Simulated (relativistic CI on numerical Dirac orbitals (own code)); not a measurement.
## Bi LXV: sensitivity of the levels to the model

Base calculation: Dirac-Coulomb-Breit CI, KLI orbitals optimised for each configuration, a model potential for QED, unscaled Slater integrals.

CI space (outside the closed core [Ne]): 3s²3p⁶3d, 3s²3p⁵3d², 3s3p⁶3d², 3s²3p⁶4s, 3s²3p⁶4p, 3s²3p⁶4d, 3s²3p⁵3d4s, 3s²3p⁶4f, 3s²3p⁵3d4p, 3s²3p⁵3d4d, 3s3p⁶3d4s, 3s²3p⁵3d4f, 3p⁶3d²4p, 3s3p⁶3d4p, 3s²3p⁶5s, 3s3p⁶3d4d, 3s²3p⁶5p, 3s3p⁶3d4f, 3s²3p⁶5d, 3s²3p⁶5f, 3s²3p⁶5g, 3p⁶3d³, 3p⁵3d⁴, 3p⁵3d³4s, 3p⁶3d²4s, 3p⁵3d²4s², 3p⁶3d²4d, 3p⁵3d³4d, 3p⁵3d²4s4d. Double excitations out of closed p, d and f shells are left out; levels of such configurations are missing from the list, as are those of other unlisted configurations, and high levels can miss mixing partners. These lack a partner that the ground configuration has and come out too high: 3s²3p⁵3d4p, 3s²3p⁵3d4f.

Variants: (1) QED terms removed; (2) only the first 3 configurations. Shifts of the energy above 3s²3p⁶3d ²D3/2, in eV, for the lowest level and the first level of each name with at least 55 % of one term (blank where a level changes its place among those of its configuration and J or its character, or is not in the variant):

```
            Level     Base   Δ(1)   Δ(2)
   3s²3p⁶3d ²D3/2     0.00   0.00   0.00
   3s²3p⁶3d ²D5/2   132.35  -0.32   0.00
 3s²3p⁵3d² ⁴D°1/2   299.00  +1.39  -0.89
 3s²3p⁵3d² ⁴G°9/2   425.03  +1.08  -0.74
3s²3p⁵3d² ²H°11/2   437.68  +1.08  -0.70
 3s²3p⁵3d² ²G°9/2   458.53  +1.08  -0.84
 3s²3p⁵3d² ²F°5/2   488.79  +1.08  -0.52
 3s²3p⁵3d² ²P°1/2   496.12  +1.09  -0.82
3s²3p⁵3d² ⁴G°11/2   556.87  +0.77  -0.70
   3s3p⁶3d² ⁴F3/2  1164.61  +7.79  -0.46
   3s3p⁶3d² ⁴F7/2  1293.26  +7.47  -0.53
   3s3p⁶3d² ⁴P3/2  1305.98  +7.48  -0.48
   3s3p⁶3d² ²G9/2  1312.49  +7.47  -0.51
   3s3p⁶3d² ²F5/2  1316.29  +7.49  -0.60
```

At this charge energies of transitions that change n are usually good to better than 1 %, and those within a shell (Δn = 0) to a few per cent.

Ionisation energy from the two ground configurations alone: base 7136.68 eV. The NIST ASD value (theoretical) is 7137 eV.

LS names give the leading component of a level, which can be under half, so a name can repeat, a term be missing and a line seem to break the LS rules.
